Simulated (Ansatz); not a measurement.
Reaction (ligand exchange at a B–C bond): `BC1BNC1` + `CCCO` → `BOCCC` + `B1CCN1`

Isolated molecules relaxed with PBE0-D4/def2-TZVP in Ansatz; ΔE leaves out vibrations. CBS: MP2 limit from def2 TZ/QZ plus the TZ coupled-cluster correction, frozen cores. One conformer a species, not always the lowest.

| level | ΔE (eV) |
| --- | --- |
| HF/def2-TZVPP | -1.40 |
| CCSD/def2-TZVPP | -1.28 |

**Question.** What does CCSD(T)/CBS give? (An estimate is asked.)

**Answer.** Computed: -1.24 eV. The listed levels differ from it by -0.16, -0.04 eV.

Largest T1 diagnostic among the species: 0.014.

In def2-TZVPP, CCSD(T) changes the Hartree–Fock value by +0.13 eV (the triples alone add +0.02 eV) and MP2 by +0.16 eV.
